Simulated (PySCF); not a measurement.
Cl$_{6}$W, charge -1, doublet, geometry from GFN2-xTB (such geometries of metal compounds can be far from the true shape) (the multiplicity is a formal guess) (core potentials on W); DF-PBE/def2-SV(P) in PySCF.

Here is a job for PySCF.
```python
from pyscf import gto, scf, dft

mol = gto.M(
    atom='''
W     0.00000000    0.00000000   -0.00000000
Cl    2.07455780    0.87757364   -0.67268302
Cl    0.67918632    0.11721468    2.24753079
Cl   -0.67918632   -0.11721468   -2.24753079
Cl   -2.07455780   -0.87757364    0.67268302
Cl   -0.87255021    2.17774040    0.15010296
Cl    0.87255021   -2.17774040   -0.15010296
''',
    basis='def2-sv(p)',
    ecp={'W': 'def2-sv(p)'},
    charge=-1,
    spin=1,
    verbose=5,
)

mf = dft.UKS(mol)
mf.xc = 'pbe'
mf = mf.density_fit(auxbasis='def2-universal-jkfit')
mf.kernel()
```

Output, abridged:

```
PySCF version 2.14.0

[INPUT] verbose = 5
[INPUT] max_memory = 4000
[INPUT] num. atoms = 7
[INPUT] num. electrons = 117
[INPUT] charge = -1
[INPUT] spin (= nelec alpha-beta = 2S) = 1
[INPUT] symmetry False subgroup None
[INPUT] Mole.unit = angstrom
[INPUT] Symbol           X                Y                Z      unit          X                Y                Z       unit  Magmom
[...]
[INPUT] ---------------- BASIS SET ----------------
[INPUT] l, kappa, [nprim/nctr], expnt,             c_1 c_2 ...
[INPUT] W
[...]
                                12                1.0014141748
[...]
                                6.084876          -0.66720686321
                                1.2523777812      0.52090351989
                                0.58569208922     0.51885687511
[...]
                                1.623745245       0.18452733732
                                0.69187452392     0.44121676843
                                0.27865835325     0.431584092415
[...]
[INPUT] Cl
[...]
                                1571.7365221      0.014754727977
                                357.12065523      0.066679112875
                                100.25185935      0.17228924084
                                30.812727554      0.158837861
[...]
                                5.7045760975      0.60841752753
                                2.3508376809      0.54352153355
[...]
                                72.102015515      -0.063563355471
                                22.532680262      -0.24016428276
                                7.8991765444      -0.47798866557
                                2.8767268321      -0.38515850005
[...]
nuclear repulsion = 971.031852520433
number of shells = 59
number of NR pGTOs = 266
number of NR cGTOs = 133
basis = def2-sv(p)
ecp = {'W': 'def2-sv(p)'}

******** <class 'pyscf.df.df_jk.DFUKS'> ********
method = DFUKS
initial guess = minao
damping factor = 0
level_shift factor = 0
DIIS = <class 'pyscf.scf.diis.CDIIS'>
diis_start_cycle = 1
diis_space = 8
diis_damp = 0
SCF conv_tol = 1e-09
SCF conv_tol_grad = None
SCF max_cycles = 50
direct_scf = False
number electrons alpha = 59  beta = 58
XC library pyscf.dft.libxc version 7.1.2
    S. Lehtola, C. Steigemann, M. J. T. Oliveira, and M. A. L. Marques,  SoftwareX 7, 1–5 (2018)
XC functionals = pbe
    J. P. Perdew, K. Burke, and M. Ernzerhof,  Phys. Rev. Lett. 77, 3865 (1996)
    J. P. Perdew, K. Burke, and M. Ernzerhof,  Phys. Rev. Lett. 78, 1396 (1997)
[...]
 -1.00485512e+02 -1.00485503e+02 -9.02040820e+00 -9.02037680e+00
 -9.02036959e+00 -9.02035064e+00 -9.02034861e+00 -9.02033973e+00
 -6.84696831e+00 -6.84695906e+00 -6.84693674e+00 -6.84693274e+00
 -6.84691949e+00 -6.84691947e+00 -6.84317142e+00 -6.84316745e+00
 -6.84316556e+00 -6.84316253e+00 -6.84316129e+00 -6.84314615e+00
 -6.84162171e+00 -6.84161713e+00 -6.84161549e+00 -6.84160885e+00
 -6.84160377e+00 -6.84159682e+00 -2.78032731e+00 -1.47222803e+00
 -1.47221943e+00 -1.44223755e+00 -6.04218012e-01 -5.80704999e-01
 -5.80700544e-01 -5.74716521e-01 -5.74711988e-01 -5.74239637e-01
 -2.41714773e-01 -2.27446581e-01 -2.27442807e-01 -2.02619037e-01
 -2.02616988e-01 -1.93371350e-01 -1.79169687e-01 -1.79167072e-01
 -1.75980187e-01 -1.30590549e-01 -1.30336080e-01 -1.30333696e-01
 -1.28104254e-01 -1.26574983e-01 -1.26571339e-01 -1.09445990e-01
 -1.06424804e-01 -1.06421997e-01 -1.42594094e-02 -1.42585692e-02
  1.05837009e-02  1.04451315e-01  1.04454970e-01  1.77402065e-01
  2.05500847e-01  2.05502294e-01  2.07470933e-01  2.60580936e-01
  4.22234838e-01  4.22236867e-01  4.32901658e-01  4.47370822e-01
  4.47381190e-01  5.99427551e-01  5.99431400e-01  6.08104058e-01
  7.21880028e-01  7.21881270e-01  7.99837153e-01  7.99839536e-01
  7.99961565e-01  8.26265624e-01  8.26266515e-01  8.27518012e-01
  8.34983306e-01  8.37353696e-01  8.37356552e-01  8.39664431e-01
  8.42314571e-01  8.42317308e-01  8.44031318e-01  8.52808585e-01
  8.53011747e-01  8.53014873e-01  8.63644874e-01  8.63649946e-01
  8.63918272e-01  8.63960950e-01  8.65279146e-01  8.65285480e-01
  8.67491179e-01  8.83529981e-01  8.83534843e-01  8.95077021e-01
  8.95078983e-01  8.97280159e-01  9.16431606e-01  9.16854897e-01
  9.16857691e-01  9.19978840e-01  1.00714019e+00  1.00947076e+00
  1.00947346e+00  1.09646614e+00  1.09647207e+00  1.11484777e+00
  1.11738587e+00  1.11738797e+00  1.20214192e+00  1.20214213e+00
  1.20360035e+00  1.33369007e+00  1.33369102e+00  1.33813453e+00
  1.34565638e+00  1.52615026e+00  1.52615288e+00  1.59083701e+00
  1.59084121e+00  1.60513171e+00  1.94099785e+00  6.83844529e+01
  5.76378205e+02]
multiplicity <S^2> = 0.75445007  2S+1 = 2.0044451
nelec by numeric integration = [58.99999804 57.99999796]
E1 = -5883.108972441781  E2 = 2085.3795028606496  Ecoul = 2261.658438307673  Exc = -176.27893544702349
Extra cycle  E= -2826.6976170607  delta_E= 2.3e-09  |g|= 5.03e-05  |ddm|= 0.000593
converged SCF energy = -2826.6976170607  <S^2> = 0.75445007  2S+1 = 2.0044451
```
